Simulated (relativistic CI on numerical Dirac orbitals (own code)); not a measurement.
# Hyperfine structure of Ni¹⁸⁺, mass number 61

Calculated at this level of theory: Dirac-Coulomb-Breit CI, KLI orbitals optimised for each configuration, a model potential for QED, unscaled Slater integrals (own radial code, finite nucleus).

Configuration list (outside the closed core 1s2): 2s²2p⁶, 2s²2p⁵3s, 2s²2p⁵3p, 2s²2p⁵3d, 2s2p⁶3s, 2s2p⁶3p, 2s2p⁶3d, 2s²2p⁵4s, 2s²2p⁵4p, 2s²2p⁵4d, 2s²2p⁵4f, 2s2p⁶4s, 2s²2p⁴3s², 2s2p⁶4p, 2s²2p⁴3s3p, 2s2p⁶4d. Levels of other configurations are missing.

Nuclear spin I = 3/2, μ = -0.74965 μN, Q = 0.162 b (tables of Stone and Pyykkö). The electronic factors are computed for point nuclear moments, without core polarisation or the Bohr-Weisskopf and QED corrections.

```csv
Level,E (10³ cm⁻¹),A (MHz),B (MHz)
2s²2p⁵3s ³P°2,7095.2,-29150,-9820
2s²2p⁵3s ¹P°1,7113.4,-3804,-3410
2s²2p⁵3s ³P°1,7249.1,-77240,-1490
2s²2p⁵3p ³D2,7401.3,-17330,-9610
2s²2p⁵3p ³D3,7422.8,-10060,-7590
2s²2p⁵3p ¹P1,7431.7,-13550,-910
2s²2p⁵3p ³P2,7449.9,-10070,-432
2s²2p⁵3p ³D1,7538.8,-52800,487
```

Levels with J = 0, under 50 % of one LS term, or S terms without an open s electron are left out. Small factors come from cancelling terms and can be off by tens of per cent or more.

At this charge energies of transitions that change n are usually good to better than 1 %, and those within a shell (Δn = 0) to a few per cent.

Q: Give the hyperfine levels of 2s²2p⁵3s ³P°2 relative to its centre of gravity.

A: With K = F(F + 1) − I(I + 1) − J(J + 1), E = AK/2 + B[¾K(K + 1) − I(I + 1)J(J + 1)]/[2I(2I − 1)J(2J − 1)]: F = 1/2: 122600, F = 3/2: 87460, F = 5/2: 20710, F = 7/2: -89910 MHz.

LS names give the leading component of a level, which can be under half, so a name can repeat, a term be missing and a line seem to break the LS rules.
